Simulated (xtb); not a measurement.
HfF₂I₂, SMILES [F][Hf]([F])([I])[I], multiplicity 1. All values are semi-empirical tight-binding results from xtb (GFN2-xTB unless named), good for trends rather than for accurate numbers. Geometry: GFN2-xTB. The multiplicity is an assumed one; no other spin state was optimised. The structure was generated by enumeration; whether it is a known compound was not checked.

Optimised geometry:

Bonded distances (Å): Hf1–F2 1.840, Hf1–F3 1.840, Hf1–I4 2.701, Hf1–I5 2.701. Angles (°): F2–Hf1–F3 107.4, F2–Hf1–I4 104.6, F2–Hf1–I5 104.6, F3–Hf1–I4 104.6, F3–Hf1–I5 104.6, I4–Hf1–I5 129.5.

For metal compounds this method's bond lengths and energies can be far off.

Computed properties:
| Quantity | Result |
|---|---|
| point group as xtb finds it | C2v |
| orbital gap | 4.28 eV |
| zero-point energy | 2.7 kcal/mol |
| G − E(el) at 298.15 K (modified RRHO) | -20.9 kcal/mol |

Computed atomic charges and the Wiberg bond orders between heavy atoms:
charges (e) Hf1 1.20, F2 -0.45, F3 -0.45, I4 -0.15, I5 -0.15. Bond orders Hf1–F2 0.78, Hf1–F3 0.78, Hf1–I4 1.02, Hf1–I5 1.02.
